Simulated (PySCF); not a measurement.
Assigning NMR signals

Structure with atom numbers: `[O:1]=[C:2]([F:3])[C@H:4]1[CH2:5][C@H:6]([SiH3:7])[CH2:8]1`; H(Xn) means a hydrogen on atom n. Ha(C5), Ha(C8) are cis to C2 on the ring; Hb(C5), Hb(C8) are trans to C2 on the ring.

Gas phase, rapidly exchanging positions averaged, no relativistic terms, one computed conformer. GIAO PBE0/pcSseg-1 shieldings; coordinates at the GFN2-xTB level; PySCF.

δ = σ(ref) − σ, references computed at the same level: 13C (186.93 ppm), 1H (31.72 ppm) against TMS.

Q: Assign these signals to the numbered atoms. 13C{1H} NMR (computed): δ 175.7 (C), 33.8 (CH), 27.4 (CH2), 10.1 (CH).

A: 
| δ (ppm) | atoms | environment | reason |
| --- | --- | --- | --- |
| 175.7 | C2 | carbonyl carbon | – |
| 33.8 | C4 | sp3 CH α to a carbonyl | the adjacent C=O deshields it moderately |
| 27.4 | C5/C8 | sp3 CH2 in a ring | saturated and bonded to C and H only |
| 10.1 | C6 | sp3 CH bonded to Si | an electropositive neighbour leaves it electron-rich and shielded |

Q: Assign these signals to the numbered atoms. 1H NMR (500 MHz, computed): δ 3.91 (d, 3H), 3.28 (m, 1H), 2.81 (m, 2H), 2.05 (m, 2H), 1.88 (m, 1H).

A: 
```tsv
δ (ppm)	atoms	environment	reason
3.91	H(Si7)	hydrogen on a silicon bonded to C	–
3.28	H(C4)	hydrogen on an sp3 CH α to a carbonyl	–
2.81	Ha(C5)/Ha(C8)	hydrogen on an sp3 CH2 in a ring	–
2.05	Hb(C5)/Hb(C8)	hydrogen on an sp3 CH2 in a ring	–
1.88	H(C6)	hydrogen on an sp3 CH bonded to Si	–
```

Splittings by 19F in the carbon and heteronuclear signals aren't shown, as no couplings were computed. Shifts are as computed. Against solution values, carbons near 30 ppm lie about +3 ppm off and those near 130 ppm about +5 ppm. Of 1211 compounds with measured shifts, 218 miss one by over three times the rms of a fit or turn the order of signals round; such compounds aren't used in these exercises. No couplings were computed; multiplicities are counted from neighbouring protons, with m where these are inequivalent, close in shift, in a saturated or five-membered ring or joined by F or P, and br s for small geminal =CH2 splittings.
